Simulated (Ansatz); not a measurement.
SnO2⁻. Total charge -1; doublet. Geometry r2SCAN-D4/def2-TZVPD; atoms count from 1.

Cartesian coordinates in Å:
```
Sn -0.3274 -0.5684 -1.1000
O 0.8231 -0.0865 0.5453
O -0.4957 0.6550 0.5547
```

In the def2 sets Sn takes a core potential; there is no spin–orbit coupling. The structure holds 1 bond(s) between oxygen atoms. The highest occupied level of the charge -1 doublet lies above zero (up to 0.71 eV). The electron is either unbound and held by the finite basis, or the level is raised by self-interaction error. Another isomer (doublet) lies 1.47 eV lower at PBE0-D4/def2-TZVPD; other spin states weren't run for this one.

(1) Estimate the Mulliken populations from the PBE0/def2-TZVPD orbitals of Ansatz.

(2) Where does the spin sit?

(3) And the Mayer bond orders between heavy atoms (over 0.3)?

Answers

(1) 
| atom | charge (e) | spin (α − β) |
| --- | --- | --- |
| Sn1 | 0.04 | 1.04 |
| O2 | -0.52 | -0.02 |
| O3 | -0.52 | -0.02 |
Mulliken values depend strongly on the basis. With diffuse functions, as here, like atoms can get unlike values, and bond orders can come out too low or too high.

(2) Summed by element: Sn 1.04, O -0.04, of 1 unpaired in all. Largest on single atoms: Sn1 1.04, O2 -0.02, O3 -0.02.

(3) Sn1–O2 0.68 (2.06 Å); Sn1–O3 0.68 (2.06 Å); O2–O3 0.66 (1.51 Å).
